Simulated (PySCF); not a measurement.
Gas-phase reaction: SnH2Cl2 + 2 Cl = SnHCl3 + HCl

Energies from PySCF (xtb for GFN2), thermal terms from the rigid-rotor harmonic-oscillator model, ideal gas at 1 bar. † marks an energy on the PBE0/def2-TZVP geometry and frequencies; other levels use their own. CCSD(T) freezes the core. Open shells (unrestricted): Cl (multiplicity 2, electronic degeneracy 6); the rest are closed-shell singlets. GFN2 has no spin-polarisation term. Spin-orbit splitting is ignored; it lowers the true energy and changes the entropy of Cl. B3LYP is the form with VWN-RPA correlation. Sn: scalar-relativistic def2 core potential, no spin-orbit coupling. SnH2Cl2, SnHCl3: computed as isolated molecules; such fragments, hydroxides, amides, oligomers or adducts are transient or little studied in the gas. CCSD(T) isn't extrapolated to the basis-set limit; its ΔH°(298 K) is -443.9 kJ in def2-SVP and -478.4 kJ in def2-TZVPP. The harmonic model lacks anharmonicity and excited electronic states, which grow with temperature; levels with a mode under 35 cm⁻¹ are left out. Soft modes under 120 cm⁻¹ make the harmonic entropy rough for SnH2Cl2, SnHCl3.

```csv
level,"ΔE electronic, kJ","ΔH°(298 K), kJ","ΔS°(298 K), J/K","ΔG°(1400 K), kJ"
B3LYP/def2-TZVP†,-473,-470,-119,-301
BLYP/def2-TZVP†,-473,-470,-119,-301
CCSD(T)/def2-SVP†,-447,-444,-119,-275
GFN2-xTB,-466,-464,-114,-301
M06-2X/def2-TZVP†,-509,-506,-119,-337
PBE0/def2-SVP†,-485,-483,-119,-314
PBE0/def2-TZVP,-497,-494,-119,-325
r2SCAN/def2-TZVP†,-504,-501,-119,-332
ωB97M-V/def2-TZVP†,-504,-501,-119,-332
```
ΔH° is lowest at M06-2X/def2-TZVP† and highest at CCSD(T)/def2-SVP†. No reference value is set beside these.
